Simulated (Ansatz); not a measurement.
This geometry of H2S2Te (5 atoms, charge 0, multiplicity 1) is a first-order saddle point.

All numbers below come from Ansatz, UKS B3LYP/def2-SVP.

```xyz
5
Properties=species:S:1:pos:R:3
S -1.356 -0.932 0.337
S -0.207 0.855 0.504
Te 2.029 0.591 -0.796
H -1.580 -0.810 -0.995
H 1.114 0.296 0.950
```

Question: Which two structures does it join? (They come from a converged band through this point; their orientation in space is the band's.)

Answer: Bonds broken: Te3–H5. Bonds formed: S2–H5.

Initial state:

```xyz
5
Properties=species:S:1:pos:R:3
S -1.541 -0.936 0.191
S -0.615 0.944 0.121
Te 1.773 0.637 -0.389
H -1.864 -1.041 -1.125
H 2.248 0.396 1.202
```

Final state:

```xyz
5
Properties=species:S:1:pos:R:3
S -1.072 -1.205 0.193
S 0.181 0.708 0.254
Te 2.104 0.846 -1.184
H -1.916 -0.644 -0.704
H 0.703 0.296 1.441
```

Question: How far does it lie above each of them?

Answer: 33.8 kcal/mol above the first and 13.2 kcal/mol above the second. This is the barrier of this one path; another mechanism may lie lower. The orbitals stay closed-shell, which can raise the energy where a bond breaks towards radicals; this wasn't checked here.

Time of the run: 110 s on 2 threads of Arm Neoverse V2, on a shared host, peak memory 0.22 GiB.
